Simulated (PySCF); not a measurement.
Run record for `C[Se]/C(F)=C/C#N`: PBE0/pcSseg-1, fitting basis def2-universal-jkfit, TDA, 3 singlets.

Method: TDA PBE0/pcSseg-1, vertical, gas phase, core orbitals frozen in the response (PySCF 2.14.0, density-fitted response routines). Geometry: GFN2-xTB. The command runs a driver script over a list of jobs; the input below is this job's line of settings and its coordinates in Å.

Command:
```bash
OMP_NUM_THREADS=1 python probes_run.py task.json out
```

Input:
```
{"job": {"kind": "uv", "xc": "PBE0", "basis": "pcSseg-1", "nstates": 3, "ntriplets": 0, "tda": true, "scf": {"aux": "def2-universal-jkfit"}}, "charge": 0, "multiplicity": 1}
C     -2.294949     0.518653     0.336217
Se    -1.232526    -0.983846    -0.315429
C      0.484656    -0.215361    -0.116040
F      0.463144     1.026031     0.371542
C      1.634094    -0.833537    -0.424724
C      2.894059    -0.238471    -0.266430
N      3.930371     0.238007    -0.142426
H     -2.016701     0.736860     1.364163
H     -3.335894     0.210443     0.284055
H     -2.124674     1.383832    -0.299728
H      1.603844    -1.839940    -0.817164
```

Question: What does the run print?

Answer: 
```
final grid: 101992 points
cycle   1  E = -2709.9130741367  dE = -9.426e-03  |g| = 9.090e-01  |ddm| = 3.383e+00
cycle   2  E = -2709.6315784275  dE =  2.815e-01  |g| = 1.339e+00  |ddm| = 1.609e+00
cycle   3  E = -2709.9777982178  dE = -3.462e-01  |g| = 4.048e-01  |ddm| = 1.377e+00
cycle   4  E = -2710.0101563419  dE = -3.236e-02  |g| = 1.303e-01  |ddm| = 3.297e-01
cycle   5  E = -2710.0130073018  dE = -2.851e-03  |g| = 4.494e-02  |ddm| = 1.207e-01
cycle   6  E = -2710.0134358914  dE = -4.286e-04  |g| = 1.193e-02  |ddm| = 3.729e-02
cycle   7  E = -2710.0134632657  dE = -2.737e-05  |g| = 3.182e-03  |ddm| = 1.364e-02
cycle   8  E = -2710.0134652310  dE = -1.965e-06  |g| = 9.250e-04  |ddm| = 3.198e-03
cycle   9  E = -2710.0134654068  dE = -1.758e-07  |g| = 2.312e-04  |ddm| = 1.136e-03
cycle  10  E = -2710.0134654214  dE = -1.459e-08  |g| = 4.919e-05  |ddm| = 3.223e-04
cycle  11  E = -2710.0134654220  dE = -5.998e-10  |g| = 1.212e-05  |ddm| = 6.017e-05
converged SCF energy = -2710.0134654220

Static polarisability (au): isotropic 75.536, principal 39.180 61.328 126.101

Singlet excitations
state   eV       nm        f      main configurations
  1   4.7350    261.8   0.00000   H->L+1 0.97
  2   5.2616    235.6   0.52184   H->L 0.89
  3   5.9171    209.5   0.00014   H->L+2 0.94
```

H and L stand for HOMO and LUMO; the number after each pair is its weight.

Question: How does the lowest singlet excitation compare with the HOMO–LUMO gap?

Answer: HOMO -6.93 eV and LUMO -1.38 eV give a gap of 5.55 eV; S1 at 4.74 eV lies 0.81 eV below it.

Question: Give S1 in cm⁻¹ and kJ/mol.

Answer: 4.7350 eV × 8065.54 = 38190 cm⁻¹; × 96.485 = 456.9 kJ/mol.

In short: SCF converged in 11 cycles with 163 basis and 792 fitting functions; HOMO -6.93 eV, LUMO -1.38 eV; lowest singlet 4.74 eV; mean polarisability 75.5 au.

 Relativistic effects, spin–orbit coupling among them, are left out although an element past zinc is present.

Rough CPU time on one thread of a shared machine: about 30 s.

Shape of the structure used: `[CH3:1][Se:2]/[C:3]([F:4])=[CH:5]/[C:6]#[N:7]`: C1–Se2–C3–F4 0°.

One conformer stands for the species.
